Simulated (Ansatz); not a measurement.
`[Cl][SnH2][SeH]`, relaxed with RKS PBE0-D4/def2-TZVP in Ansatz 0.2.0 from a PBE-D4/def2-SVP geometry. The force threshold is 0.005 eV/Å; the program also tests the step.

The species carries charge 0 and has multiplicity 1. Sn: def2 effective core potential.

Start:

```xyz
6

Cl   -1.781   -1.694    0.166
Sn   -0.221    0.060    0.563
Se    0.533    1.092   -1.645
H    -1.062    1.284    1.437
H     1.101   -0.679    1.387
H     1.430   -0.064   -1.908
```

(1) How much energy does the relaxation release, and in how many steps? (Estimate.)

(2) Which bonds change most? (An estimate is asked.)

(3) Give the relaxed structure. (Best estimate.)

Answers

(1) Computed: 3.57 kJ/mol, in 4 steps.

(2) Ansatz gave: Cl1–Sn2 from 2.381 to 2.334 Å; Sn2–Se3 from 2.552 to 2.513 Å; Sn2–H5 from 1.725 to 1.700 Å; Sn2–H4 from 1.723 to 1.698 Å.

(3) Ansatz gave: 
```xyz
6

Cl   -1.741   -1.653    0.154
Sn   -0.215    0.066    0.560
Se    0.518    1.067   -1.625
H    -1.055    1.260    1.428
H     1.082   -0.671    1.374
H     1.411   -0.069   -1.890
```
